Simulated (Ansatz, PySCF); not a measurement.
C4H9O, SMILES C1CC[OH+]C1, charge +1. Atoms are numbered in the order given.

```xyz
14

C      0.0651    -1.3008     0.0154
C      1.2463    -0.3510     0.2814
C      0.7944     0.9666    -0.3114
O     -0.6815     0.9509     0.0253
C     -1.1637    -0.4638     0.3197
H      0.0586    -1.6332    -1.0338
H      0.0973    -2.1948     0.6538
H      2.1751    -0.6957    -0.1946
H      1.4371    -0.2428     1.3600
H      0.8688     1.0114    -1.4068
H      1.1953     1.8728     0.1572
H     -1.2554     1.4871    -0.5532
H     -2.0377    -0.6396    -0.3193
H     -1.4490    -0.4353     1.3781
```
Charge +1, spin multiplicity 1.

Coordinates come from a B3LYP-D3(BJ)/def2-SVP optimisation. The isomer is the one that the SMILES or the coordinates give; other isomers of the formula were not compared. Other conformers were not sampled.

Two levels are set side by side: PBE-D3(BJ)/def2-SVP (Ansatz, an electronic-structure program) and B3LYP-D3(BJ)/def2-SVP (Ansatz). Each level has its own optimised geometry; the coordinates shown are those of the second. Frequencies come from the Hessian of PySCF at each geometry. Differences are taken from unrounded values.

| quantity | B3LYP-D3(BJ) |
|---|---|
| mean bond length (Å) | 1.241 |
| bond C1–C2 (Å) | 1.539 |
| bond C1–C5 (Å) | 1.518 |
| bond C2–C3 (Å) | 1.514 |
| bond C3–O4 (Å) | 1.514 |
| bond O4–C5 (Å) | 1.523 |
| bond C1–H6 (Å) | 1.101 |
| bond C1–H7 (Å) | 1.099 |
| bond C2–H8 (Å) | 1.099 |
| bond C2–H9 (Å) | 1.101 |
| bond C3–H10 (Å) | 1.099 |
| bond C3–H11 (Å) | 1.096 |
| bond O4–H12 (Å) | 0.975 |
| bond C5–H13 (Å) | 1.097 |
| bond C5–H14 (Å) | 1.097 |
| highest harmonic wavenumber (cm⁻¹) | 3720 |
| mean harmonic wavenumber (cm⁻¹) | 1574 |
| zero-point energy (kcal/mol) | 81.02 |

**Question.** What does PBE-D3(BJ) give, and how far is it from B3LYP-D3(BJ)? (Estimate from the structure and the level; the computed values follow.)

**Answer.** 
| quantity | PBE-D3(BJ) | PBE-D3(BJ) minus B3LYP-D3(BJ) |
|---|---|---|
| mean bond length (Å) | 1.248 | 0.007 |
| bond C1–C2 (Å) | 1.540 | 0.001 |
| bond C1–C5 (Å) | 1.517 | -0.001 |
| bond C2–C3 (Å) | 1.514 | 0.000 |
| bond C3–O4 (Å) | 1.523 | 0.009 |
| bond O4–C5 (Å) | 1.533 | 0.010 |
| bond C1–H6 (Å) | 1.109 | 0.008 |
| bond C1–H7 (Å) | 1.107 | 0.008 |
| bond C2–H8 (Å) | 1.107 | 0.008 |
| bond C2–H9 (Å) | 1.109 | 0.008 |
| bond C3–H10 (Å) | 1.108 | 0.009 |
| bond C3–H11 (Å) | 1.105 | 0.009 |
| bond O4–H12 (Å) | 0.984 | 0.008 |
| bond C5–H13 (Å) | 1.105 | 0.009 |
| bond C5–H14 (Å) | 1.105 | 0.009 |
| highest harmonic wavenumber (cm⁻¹) | 3613 | -107 |
| mean harmonic wavenumber (cm⁻¹) | 1533 | -41 |
| zero-point energy (kcal/mol) | 78.90 | -2.12 |

GGA bonds tend to be longer and softer than those of functionals with exact exchange. Differences between two approximate levels are no errors against the true value.
